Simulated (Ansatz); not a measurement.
Problem. Name a neutral molecule of Cl, Ga, Se and H with size of the dipole moment (B3LYP/def2-TZVPP) between 1.50 and 1.80 D and size of the dipole moment (ωB97M-V/def2-TZVPP) between 1.50 and 1.80 D (Ansatz, PBE0-D4/def2-TZVP geometry).

Solution. `[Cl][Ga]([Cl])[SeH]` (1.62 D, 1.54 D). Other molecules can fit too; these were computed, each in one conformer that needn't be the lowest.

B3LYP here is the variant with VWN-RPA as its local correlation; programs differ in this.
